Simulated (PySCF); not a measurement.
## How methods differ on the excitation energy of Mg

Mg [Ne] 3s2 (1S) → Mg [Ne] 3s1 3p1 (3P), as a difference of total energies. Calculation: PySCF 2.14, in dyall-av3z (20s13p6d4f, 117 functions); the spin-free X2C one-electron Hamiltonian (Gaussian nucleus). Correlated levels: valence: [Ne] frozen; virtual orbitals above 40 to 60 times the deepest correlated orbital energy dropped. The calculations carry no spin-orbit coupling.

| method | excitation energy (eV) | error (eV) |
| --- | --- | --- |
| UHF | 1.803 | -0.911 |
| MP2 (valence) | 2.394 | -0.320 |
| SCS-MP2 (valence) | 2.568 | -0.146 |
| CCSD (valence) | 2.605 | -0.109 |

Reference: 2.714 eV (measured; NIST levels, between the centres of gravity of the two terms).

Errors of the correlated levels include the incompleteness of this basis and the frozen core.

With two correlated electrons CCSD is exact in that space.
